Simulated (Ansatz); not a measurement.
# Which isomer of CH3AlFIn gives these data?

These gas-phase data were calculated for one isomer of CH3AlFIn at B3LYP-D3(BJ)/def2-SVP (harmonic, unscaled wavenumbers; equilibrium rotational constants with average atomic masses):

* rotational constants: 12.2, 1.092, 1.009 GHz
* all wavenumbers above 1500 cm⁻¹: 3111, 3083, 3001
* dipole moment: 1.82 D (PBE0/def2-TZVPD)

Candidates:

(1) `[CH3][Al]([F])[In]`, a singlet
(2) `[F][AlH][CH2][In]`, a singlet

Task: Which structure fits?

Result: Candidate (1). No mode falls between 1700 and 2050 cm⁻¹, where the Al–H stretch of (2) would stand.

The same quantities for all candidates:

|  | rotational constants (GHz) | wavenumbers above 1500 cm⁻¹ | dipole (D) | E above the lowest, B3LYP-D3(BJ)/def2-SVP (kcal/mol) |
| --- | --- | --- | --- | --- |
| (1) | 12.2, 1.092, 1.009 | 3111, 3083, 3001 | 1.82 | 0.2 |
| (2) | 9.646, 0.9309, 0.8868 | 3075, 3001, 1938 | 3.19 | 0.0 |

Each candidate is one conformer. Atoms past krypton carry core potentials. Programs: Ansatz 0.2.0.
